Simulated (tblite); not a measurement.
Input of a run (GFN2-xTB geometry optimisation, gas phase (tblite 0.8.0)), started from a force field or distance geometry:
```
{"job": {"kind": "relax", "xc": "GFN2-xTB", "basis": "xTB"}, "charge": 0, "multiplicity": 2}
O      0.314000    -1.884000     0.878100
S     -0.087800    -0.483200     0.705300
O     -0.737700     0.216700     1.802300
Si    -1.438600    -0.459600    -0.935700
C      1.291100     0.481200     0.066400
F      2.336100     0.559500     0.921300
F      0.935400     1.768700    -0.236000
F      1.791700    -0.039400    -1.095100
H     -2.776100    -1.045100    -0.614200
H     -1.619200     0.889800    -1.514900
```

Output (eV, eV/Å):
```
step      E/eV     max force
  0    -826.40646    3.479
  1    -826.67854    1.403
  2    -826.74340    1.009
  3    -826.79499    0.601
  4    -826.82091    0.463
  5    -826.83545    0.227
  6    -826.84066    0.184
  7    -826.84279    0.177
  8    -826.84475    0.161
  9    -826.84774    0.163
 10    -826.85095    0.175
 11    -826.85334    0.139
 12    -826.85501    0.125
 13    -826.85690    0.124
 14    -826.85947    0.157
 15    -826.86209    0.184
 16    -826.86411    0.138
 17    -826.86578    0.129
 18    -826.86729    0.132
 19    -826.86837    0.089
 20    -826.86881    0.042
 21    -826.86892    0.026
 22    -826.86896    0.023
 23    -826.86903    0.025
 24    -826.86912    0.027
 25    -826.86922    0.026
 26    -826.86928    0.019
 27    -826.86932    0.020
 28    -826.86936    0.018
 29    -826.86940    0.016
 30    -826.86944    0.018
 31    -826.86947    0.016
 32    -826.86949    0.015
 33    -826.86951    0.013
 34    -826.86952    0.013
 35    -826.86954    0.014
 36    -826.86956    0.016
 37    -826.86961    0.026
 38    -826.86968    0.033
 39    -826.86975    0.030
 40    -826.86981    0.019
 41    -826.86984    0.019
 42    -826.86986    0.015
 43    -826.86988    0.013
 44    -826.86990    0.014
 45    -826.86993    0.021
 46    -826.86999    0.027
 47    -826.87011    0.035
 48    -826.87024    0.033
 49    -826.87032    0.017
 50    -826.87034    0.007
```

Question: Summarise the run.

Answer: The energy falls by 10.7 kcal/mol over 50 L-BFGS steps, the largest force on an atom goes from 3.48 to 0.007 eV/Å, and the atoms move by 0.139 Å rms after alignment. The bond that changes most is S2–Si4 (ends: sulfur bonded to C, 2 O and Si; silicon bonded to S and 2 H), which lengthens by 0.105 Å. Bonds longer at the end by more than 0.005 Å: 2 of 9; shorter: 7. Among the angles that change most is S2–Si4–H10, from 113.0° to 100.7°. Among the dihedrals that turn most is O1–S2–C5–F8, from 55° to 72°. The energy never rose by more than 1e-5 eV on the way. The first step brought 59 % of the lowering.

Question: What are the final bond lengths?

Answer: O1=S2 1.436 Å, S2=O3 1.442 Å, S2–Si4 2.231 Å, S2–C5 1.896 Å, C5–F6 1.317 Å, C5–F7 1.334 Å, C5–F8 1.340 Å, Si4–H9 1.462 Å, Si4–H10 1.462 Å. Numbering counts from 1 in the input's order; the species is `C(F)(S([SiH2])(=O)=O)(F)F` [radical].

GFN2-xTB frequencies show an imaginary mode (40i cm⁻¹), so the point is no minimum at that level.

One conformer stands for the species.

All values are computed, not measured.
